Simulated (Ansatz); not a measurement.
Steps of a relaxation of orthosilicic acid, H₄O₄Si with RKS PBE0-D4/def2-TZVP.

```sh
$ ansatz run in.yaml --threads 2 --pin off --events-out ev --progress --plain --max-ram 32768MiB --backend cpu
```

```yaml
crystal:
  periodic: [false, false, false]
  atoms:
    - {symbol: O, position_ang: [-0.960680, 0.770670, -1.060770]}
    - {symbol: Si, position_ang: [-0.000310, 0.000160, -0.000690]}
    - {symbol: O, position_ang: [1.525760, 0.426230, -0.361450]}
    - {symbol: O, position_ang: [-0.054170, -1.622850, -0.062300]}
    - {symbol: O, position_ang: [-0.510160, 0.427770, 1.481370]}
    - {symbol: H, position_ang: [-0.703210, 0.783950, -1.977580]}
    - {symbol: H, position_ang: [2.239320, -0.064240, 0.035270]}
    - {symbol: H, position_ang: [-0.814090, -2.064170, 0.305170]}
    - {symbol: H, position_ang: [-0.722460, 1.342490, 1.640990]}
basis:
  gaussian: {orbitals: def2-TZVP}
hamiltonian: {xc: pbe0, dispersion: d4}
relax: {f_tol: 0.005, max_steps: 150}
```

Positions (Å) and forces (eV/Å) along the path, 8 of 8 steps:

```xyz
9
step=1 energy=-16128.9647 eV
O    -0.961    0.771   -1.061   -0.225    0.080    0.152
Si    0.000    0.000   -0.001    0.019   -0.001   -0.004
O     1.526    0.426   -0.361   -0.030    0.236   -0.167
O    -0.054   -1.623   -0.062    0.224   -0.069   -0.137
O    -0.510    0.428    1.481    0.014   -0.240    0.165
H    -0.703    0.784   -1.978    0.115   -0.001   -0.251
H     2.239   -0.064    0.035    0.171   -0.175    0.118
H    -0.814   -2.064    0.305   -0.221   -0.089    0.126
H    -0.722    1.342    1.641   -0.065    0.259    0.000
9
step=2 energy=-16128.9692 eV
O    -0.963    0.771   -1.061   -0.130    0.056   -0.002
Si    0.000    0.000   -0.001    0.012   -0.001   -0.004
O     1.527    0.429   -0.363    0.062    0.112   -0.070
O    -0.053   -1.625   -0.063    0.070   -0.101   -0.056
O    -0.510    0.426    1.484   -0.012   -0.064    0.135
H    -0.700    0.789   -1.980    0.061   -0.007   -0.046
H     2.242   -0.069    0.032    0.014   -0.069    0.034
H    -0.814   -2.066    0.311   -0.058    0.010    0.047
H    -0.728    1.344    1.641   -0.018    0.064   -0.037
9
step=3 energy=-16128.9716 eV
O    -0.967    0.773   -1.061   -0.028    0.010   -0.042
Si    0.000    0.000    0.000    0.000    0.000   -0.001
O     1.529    0.432   -0.365    0.049    0.015    0.002
O    -0.051   -1.628   -0.064   -0.014   -0.048   -0.004
O    -0.511    0.424    1.488   -0.006    0.022    0.045
H    -0.692    0.797   -1.979    0.023   -0.008    0.064
H     2.242   -0.077    0.024   -0.066   -0.004   -0.015
H    -0.812   -2.065    0.321    0.033    0.057    0.000
H    -0.739    1.343    1.637    0.008   -0.044   -0.049
9
step=4 energy=-16128.9731 eV
O    -0.969    0.770   -1.061   -0.022    0.018   -0.013
Si    0.000    0.000    0.000   -0.002    0.001    0.001
O     1.528    0.435   -0.365    0.030    0.010   -0.012
O    -0.050   -1.628   -0.065    0.000   -0.034    0.003
O    -0.509    0.424    1.489   -0.012    0.004    0.029
H    -0.682    0.809   -1.974    0.021   -0.005    0.031
H     2.238   -0.087    0.013   -0.038   -0.008   -0.008
H    -0.806   -2.062    0.332    0.021    0.037    0.003
H    -0.751    1.340    1.630    0.003   -0.024   -0.033
9
step=5 energy=-16128.9751 eV
O    -0.971    0.773   -1.058   -0.002   -0.001    0.002
Si    0.000    0.000    0.000    0.000    0.000    0.000
O     1.527    0.436   -0.370   -0.001    0.003    0.000
O    -0.044   -1.629   -0.062    0.002    0.001   -0.002
O    -0.512    0.420    1.490    0.002   -0.002    0.001
H    -0.659    0.838   -1.962    0.006    0.004    0.001
H     2.230   -0.112   -0.016   -0.002   -0.006   -0.004
H    -0.787   -2.057    0.365    0.002    0.002    0.007
H    -0.783    1.331    1.612   -0.006    0.000   -0.004
9
step=6 energy=-16128.9756 eV
O    -0.971    0.775   -1.057    0.016   -0.002   -0.021
Si    0.000    0.000    0.000   -0.002    0.001    0.001
O     1.527    0.435   -0.372    0.013   -0.020    0.013
O    -0.042   -1.630   -0.060   -0.022   -0.003    0.013
O    -0.515    0.419    1.490   -0.005    0.024   -0.006
H    -0.642    0.863   -1.953   -0.011    0.001    0.020
H     2.226   -0.131   -0.040   -0.013    0.016   -0.012
H    -0.773   -2.055    0.391    0.020    0.006   -0.010
H    -0.811    1.324    1.601    0.004   -0.023    0.001
9
step=7 energy=-16128.9756 eV
O    -0.970    0.776   -1.057    0.011   -0.002   -0.008
Si    0.000    0.000    0.000    0.000    0.000    0.000
O     1.527    0.435   -0.372    0.000   -0.010    0.006
O    -0.043   -1.630   -0.060   -0.006    0.004    0.004
O    -0.515    0.419    1.490   -0.001    0.008   -0.007
H    -0.640    0.868   -1.952   -0.006    0.001    0.010
H     2.226   -0.134   -0.044   -0.005    0.007   -0.005
H    -0.770   -2.056    0.396    0.006    0.000   -0.002
H    -0.816    1.322    1.600    0.001   -0.008    0.002
9
step=8 energy=-16128.9756 eV
O    -0.969    0.776   -1.058    0.000    0.000   -0.001
Si    0.000    0.000    0.000    0.000    0.000    0.000
O     1.528    0.434   -0.372    0.000    0.000    0.000
O    -0.043   -1.629   -0.060    0.000    0.000    0.000
O    -0.515    0.419    1.489    0.000    0.000    0.000
H    -0.640    0.869   -1.952    0.000    0.000    0.000
H     2.226   -0.135   -0.046    0.000    0.000    0.000
H    -0.768   -2.056    0.398    0.000    0.000    0.000
H    -0.818    1.322    1.600    0.000    0.000    0.000
```

Hardware: 2 threads of a server CPU on a shared host. Wall time 44 s, peak host memory 0.45 GiB.
